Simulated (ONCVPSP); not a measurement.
# u(r) = r·R(r): atom against pseudo-atom (caesium (Cs))

Columns: radius, all-electron u(r) and pseudo u(r) of the 5p shell (level -13.52 eV) of caesium in the configuration [Kr] 4d10 5s2 5p6 6s1; PBE, scalar-relativistic, ONCV scheme, ONCVPSP 4.0.1.

```
r (bohr)  all-electron  pseudo
   0.158        0.1707  0.0161
   0.315        0.0797  0.0623
   0.473       -0.3149  0.1350
   0.630       -0.3764  0.2264
   0.788       -0.1790  0.3295
   0.945        0.0997  0.4342
   1.102        0.3574  0.5326
   1.260        0.5563  0.6182
   1.418        0.6892  0.6848
   1.575        0.7637  0.7291
   1.732        0.7925  0.7506
   1.890        0.7872  0.7504
   2.047        0.7583  0.7314
   2.205        0.7140  0.6970
   2.362        0.6613  0.6520
   2.520        0.6041  0.5999
   2.678        0.5463  0.5448
   2.835        0.4904  0.4900
   2.992        0.4374  0.4373
   3.150        0.3879  0.3878
   3.308        0.3425  0.3425
   3.465        0.3017  0.3016
   3.622        0.2649  0.2649
   3.780        0.2319  0.2319
   3.938        0.2026  0.2026
   4.095        0.1769  0.1769
```

Q: How many radial nodes do the two functions have?

A: The all-electron 5p function has n − l − 1 = 3 (the table is too coarse to show those close to the nucleus); the pseudo-wave has 0, since the states of the same l below it are removed with the core.

Q: At about which radius was the pseudo-wave matched?

A: 3.15 bohr. The columns agree to 0.0005 from 2.83 bohr on; several derivatives are matched, so the curves merge somewhat inside the radius.

Q: Where does each function peak?

A: Outermost all-electron maximum near 1.73 bohr, pseudo maximum near 1.73 bohr (to the table’s step).

Q: Is the pseudo-wave norm-conserving?

A: Yes: the ONCV scheme keeps the norm inside the radius equal to the all-electron one, which fixes the energy derivative of the logarithmic derivative at the level.
